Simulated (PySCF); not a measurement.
How methods differ on the ionisation energy of Se(3+)

Se(3+) [Ar] 3d10 4s2 4p1 [4p1/2^1, M_J = 1/2] → Se(4+) [Ar] 3d10 4s2, as a difference of total energies. Calculation: PySCF 2.14, in x2c-QZVPPall-2c; the two-component X2C-1e Hamiltonian. Correlated levels: [Ne] frozen; the 8 highest virtual spinors dropped. "Screened" scales the spin-orbit matrix elements by Boettger's factors to mimic the two-electron term; Breit and QED terms are absent.

```
                    method  ionisation energy (eV)  error (eV)
           GHF (spin-free)                  41.974      -0.973
          GMP2 (spin-free)                  42.460      -0.487
 GHF (screened spin-orbit)                  42.335      -0.612
GMP2 (screened spin-orbit)                  42.840      -0.107
```

Reference: 42.947 eV (measured; NIST Atomic Spectra Database, ionization energies).

The spin-free rows lack the spin-orbit shift.

Errors of the correlated levels include the incompleteness of this basis and the frozen core.
